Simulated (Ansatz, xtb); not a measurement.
C4H11B: which of two isomers lies lower

Structure a is `BC(C)(C)C`, a singlet and structure b is `B[C@@H](C)CC`, a singlet. Both are isolated molecules in the gas phase, relaxed with r2SCAN-D4/def2-SVP; the shapes shown needn't be the lowest conformers.

a (Å):

```xyz
16

C     0.5825   -0.1363    0.5714
C     1.0843   -1.5654    0.8047
C    -0.8461   -0.1899   -0.0481
C     1.5163    0.6190   -0.3804
B     0.1914    0.6441    1.8673
H     0.1589    1.8552    1.8664
H    -0.1988    0.0476    2.8471
H     0.4055   -2.1304    1.4634
H     2.0813   -1.5659    1.2753
H     1.1698   -2.1171   -0.1492
H    -1.5621   -0.7369    0.5879
H    -1.2556    0.8135   -0.2529
H    -0.7916   -0.7245   -1.0141
H     2.5306    0.7065    0.0426
H     1.1509    1.6388   -0.5815
H     1.6069    0.0933   -1.3483
```

b (Å):

```xyz
16

C     0.4822    0.0026   -0.4633
C     0.4683   -0.7074   -1.8432
C     1.9050    0.1221    0.0891
C     1.9537    0.8040    1.4519
B    -0.2231    1.3446   -0.8324
H     0.4368    2.2977   -1.1902
H    -1.4302    1.4226   -0.8852
H    -0.1330   -0.6086    0.2239
H     1.0266   -0.1343   -2.6035
H     0.9571   -1.6931   -1.7607
H    -0.5522   -0.8738   -2.2233
H     2.3648   -0.8822    0.1598
H     2.5219    0.6898   -0.6325
H     2.9826    0.8770    1.8376
H     1.3567    0.2503    2.1959
H     1.5465    1.8285    1.3989
```

Which of the two would you expect CCSD(T)/def2-SVP + ΔMP2/def2-TZVPP electronic energies to favour?

Not settled: CCSD(T)/def2-SVP + ΔMP2/def2-TZVPP gives E(b) − E(a) = +4.54 kJ/mol, but this leans on the basis-set step: CCSD(T) alone gives +3.20 kJ/mol.

The same difference at several levels:

```tsv
level	geometry	E(b) − E(a) (kJ/mol)	departure from the last row (kJ/mol)	job, with rough time for the two
GFN2-xTB	GFN2-xTB	+3.12	−1.42	optimisation, 0.18 s
HF/STO-3G	GFN2-xTB	−4.64	−9.18	single point, 0.3 s
r2SCAN-D4/def2-SVP//GFN2-xTB	GFN2-xTB	+0.77	−3.77	single point, 2.4 s
r2SCAN-D4/def2-SVP	r2SCAN-D4/def2-SVP	+1.82	−2.72	optimisation, 28 s
HF/def2-SVP	r2SCAN-D4/def2-SVP	−5.19	−9.72	part of the CCSD(T) run
MP2/def2-SVP	r2SCAN-D4/def2-SVP	+4.78	+0.24	part of the CCSD(T) run
CCSD(T)/def2-SVP	r2SCAN-D4/def2-SVP	+3.20	−1.34	single point
CCSD(T)/def2-SVP + ΔMP2/def2-TZVPP	r2SCAN-D4/def2-SVP	+4.54		single point, 28 s
```

As drawn, both hold the same kinds of bond in the same numbers. Structure a has 3 methyl groups, b 2.

HF/STO-3G, HF/def2-SVP put the two in the other order. r2SCAN-D4/def2-SVP//GFN2-xTB, r2SCAN-D4/def2-SVP find them nearly level. The largest departure from CCSD(T)/def2-SVP + ΔMP2/def2-TZVPP is that of HF/def2-SVP, 9.72 kJ/mol. The last row adds to CCSD(T) the change of the MP2 difference between the two basis sets, here +1.34 kJ/mol.

With thermal terms from frequencies at re-optimised GFN2-xTB minima (ideal gas, soft modes damped towards free rotors, one conformer each, 298.15 K, 1 atm): on the last row, ΔE + ΔZPE = +5.89, ΔH = +5.79, ΔG = +4.42 kJ/mol.

The correlated steps freeze 5 core orbitals. Mirror images aren't counted in ΔG. Run with Ansatz 0.2.0, xtb 6.7.1; the last row on 2 threads of Intel(R) Xeon(R) 6975P-C (Granite Rapids) on a shared host.
